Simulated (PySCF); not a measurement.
**Electron correlation in Tc⁺ (technetium, charge +1)**

Starting occupation: [Kr] 4d4 5s1 5p1, 4d5/2 with m_j = -1/2, +1/2, +3/2, +5/2, 5s1/2 with m_j = +1/2, 5p3/2 with m_j = +3/2. Computed with PySCF 2.14 in x2c-TZVPall-2c with one added diffuse shell each of s, p, d type (9s10p8d1f, 86 functions), with X2C-1e with screened-nucleus spin-orbit coupling, Gaussian nucleus. Frozen: [Ar] 3d10; 14 electrons correlated; the 6 highest virtual spinors left out.

MP2 pair energies summed by pair of shells (mhartree):

```csv
pair,energy,share (%)
4d-4p,-101.75,35.6
4p-4p,-76.30,26.7
4d-4d,-27.82,9.7
4p-4s,-23.42,8.2
4p-5s,-12.54,4.4
4d-5s,-11.29,4.0
4d-4s,-10.43,3.7
4p-5p,-7.19,2.5
4d-5p,-6.83,2.4
4s-4s,-4.31,1.5
5p-5s,-2.25,0.8
4s-5s,-1.01,0.4
4s-5p,-0.49,0.2
```

Total MP2 correlation energy: -285.64 mhartree.

The GHF reference relaxed away from the jj start to a determinant that is no pure jj level (⟨S²⟩ = 11.96, ⟨J²⟩ = 42.02); the energies belong to that determinant.

This basis was not built for core-valence correlation, so the inner-shell part is incomplete.
